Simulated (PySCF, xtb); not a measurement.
InF, SMILES [F][In] (connectivity only; charge and spin as stated), neutral, multiplicity 1.

Harmonic wavenumbers (cm⁻¹) from GFN2-xTB (xtb) at its own minimum, in rising order: 335.

Q: What does PBE-D3(BJ)/def2-TZVP run with PySCF give at its own minimum? (The exact figures need the calculation; the answer reports its results.)

A: 503. Paired by order, the mean absolute difference is 168 cm⁻¹ and the zero-point energies are 0.5 and 0.7 kcal/mol.
